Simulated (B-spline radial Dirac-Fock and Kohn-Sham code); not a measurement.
**The Ne-like isoelectronic sequence (10 electrons), Z = 9 to 23**

Method: Dirac-Fock ΔSCF + Breit + QED. Computed with a radial B-spline solver. Binding energies in eV, tabulated ground configurations ([He] 2s2 2p6 throughout). Electron correlation is not included.

```
  ion      1s      2s  2p1/2  outermost level  NIST ionisation energy
   F⁻   679.0   25.33   1.38     1.33 (2p3/2)                       –
   Ne   869.3   49.44  19.88    19.79 (2p3/2)                21.56454
 Mg²⁺  1334.0   119.6  78.79    78.52 (2p3/2)                 80.1436
 Al³⁺  1607.9   165.3  118.8    118.4 (2p3/2)                119.9924
 Si⁴⁺  1909.4   218.0  165.8    165.2 (2p3/2)                 166.767
  P⁵⁺  2238.5   277.6  219.7    218.8 (2p3/2)                  220.43
  S⁶⁺  2595.3   344.2  280.6    279.4 (2p3/2)         280.954 ± 0.007
 Cl⁷⁺  2979.8   417.7  348.4    346.7 (2p3/2)         348.306 ± 0.007
 Ar⁸⁺  3392.0   498.2  423.2    420.9 (2p3/2)            422.6 ± 0.06
  K⁹⁺  3832.0   585.6  504.9    502.0 (2p3/2)           503.67 ± 0.07
Ca¹⁰⁺  4299.8   680.1  593.6    589.8 (2p3/2)            591.6 ± 0.12
Sc¹¹⁺  4795.5   781.5  689.2    684.5 (2p3/2)           687.36 ± 0.12
Ti¹²⁺       ?       ?      ?                ?                       ?
 V¹³⁺  5871.1  1005.5  901.6    894.4 (2p3/2)               896 ± 0.4
```

Problem. Fill in the row of Ti¹²⁺.

Solution. 1s 5319.3, 2s 890.0, 2p1/2 791.9, outermost 786.0 (2p3/2), NIST 787.67 ± 0.04 eV.

NIST's values are for the lowest levels; a dash marks a value that is missing or belongs to another shell. Their kind here: measured, semi-empirical.
